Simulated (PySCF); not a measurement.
Sn(H)2(vinyl)(OMe) (C₃H₈OSn), SMILES C=[CH][SnH2][O]C. Heavy atoms are numbered as in [SnH2:1]([CH:2]=[CH2:3])[O:4][CH3:5]. Hydrogens are named by the atom that carries them.

Geometry: PBE0-D3(BJ)/def2-SVP. The def2 effective core potentials stand for the cores of Sn; spin–orbit coupling is left out. The values are those of a single conformer.

Level of theory: PBE/def2-TZVP run with PySCF.

ESP charges are fitted to the potential on shells at 1.4 to 2.0 van der Waals radii. Atomic charges (e), one atom of each kind:

```tsv
atom	Löwdin	ESP fit
Sn1 (SnH2)	[?]	0.53
C2 (CH)	[?]	-0.28
C3 (CH2)	-0.22	-0.32
O4	[?]	-0.32
C5 (CH3)	-0.44	-0.22
H on Sn1	-0.05	-0.09
H on C2	[?]	0.18
H on C3	0.12	0.16
H on C5	0.10	0.09
```

### Question
Fill in the missing entries. (An estimate is asked for; the answer gives what the named calculation found.)

### Answer

- Sn1 (SnH2), Löwdin: 0.52
- C2 (CH), Löwdin: -0.35
- O4, Löwdin: -0.10
- H on C2, Löwdin: 0.14
